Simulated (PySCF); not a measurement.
# Working out the excitation energy of Nb

Nb [Kr] 4d4 5s1 (6D) → Nb [Kr] 4d3 5s2 (4F). Computed with PySCF 2.14 in aug-cc-pVDZ-PP with ECP28MDF (5s5p4d2f, 54 functions), with scalar relativity through the core potential. Frozen: 4s2 4p6. Energies in hartree (1 hartree = 27.21139 eV):

| part | Nb (lower) | Nb (upper) |
| --- | --- | --- |
| UHF | -56.147420 | -56.119465 |
| CCSD correlation | -0.051952 | -0.071829 |
| (T) | -0.001031 | -0.003440 |

Q: What does Hartree-Fock give?

A: (-56.119465) − (-56.147420) = 0.027955 hartree = 0.761 eV.

Q: What do CCSD and CCSD(T) give?

A: The CCSD correlation energies differ by -0.019877 hartree = -0.541 eV and the triples by -0.002409 hartree = -0.066 eV, so CCSD gives 0.220 eV and CCSD(T) 0.154 eV.

Measured between the centres of the two terms (NIST): 0.184 eV, so CCSD(T) (valence) is off by -0.030 eV.

A double-zeta basis recovers only part of the correlation energy.

What remains against the reference includes basis incompleteness, the frozen core and higher excitations.
